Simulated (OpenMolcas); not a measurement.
Computed levels of 5d4 in ions with 72 electrons, in cm-1 above 5D0.

```json
{"Program": "OpenMolcas 26.06", "Method": "CASSCF", "Basis": "ANO-RCC-VQZP", "Scalar Hamiltonian": "DKH2, point nucleus", "Spin-orbit coupling": "RASSI with atomic mean-field integrals over the reference wave functions, term energies averaged over their components"}
```

Active space for each ion: 4 electrons in 5 orbitals (5d).

```csv
Level,Os4+,Pt6+,Au7+
5D1,3573,6475,8557
5D2,7115,12021,15361
5D3,10177,16272,20216
5D4,12622,18920,22609
3H4,22139,29241,33778
3G3,26792,34864,39614
3H5,27241,36468,41972
3P1(1),27990,37560,43291
3F2(1),28046,36307,41026
```

Estimate 5D4, 3H4, 3G3 for Ir5+ from its neighbours Os4+ and Pt6+.

5D4 is fine structure, which grows about as the fourth power of a screened charge, so the fourth roots are averaged: ((12622^0.25 + 18920^0.25) / 2)^4 = 15533. The calculation gives 15649, so the estimate is off by -0.7 %.
3H4 is another term, which grows about linearly with the charge: (22139 + 29241) / 2 = 25690. The calculation gives 25510, so the estimate is off by +0.7 %.
3G3 is another term, which grows about linearly with the charge: (26792 + 34864) / 2 = 30828. The calculation gives 30715, so the estimate is off by +0.4 %.

Mixed levels, with the weight of the term that names them: Os4+ 5D0 (73 %), Os4+ 3H4 (61 %), Os4+ 3G3 (62 %), Ir5+ 5D0 (69 %), Ir5+ 5D4 (73 %), Ir5+ 3H4 (59 %), Ir5+ 3G3 (63 %), Ir5+ 3F2(1) (71 %), Pt6+ 5D0 (64 %), Pt6+ 5D4 (65 %), Pt6+ 3H4 (57 %), Pt6+ 3G3 (63 %), Pt6+ 3F2(1) (66 %), Au7+ 5D0 (59 %), Au7+ 5D4 (54 %), Au7+ 3H4 (54 %), Au7+ 3G3 (63 %), Au7+ 3P1(1) (72 %), Au7+ 3F2(1) (61 %).

Without dynamic correlation excited terms often stand tens of per cent too high (terms of higher spin than the ground term too low), and those without a measured partner can miss by more than the paired ones. Levels of configurations outside the active space are missing.

A number in round brackets counts repeated terms of one configuration in the order of the reference energies.
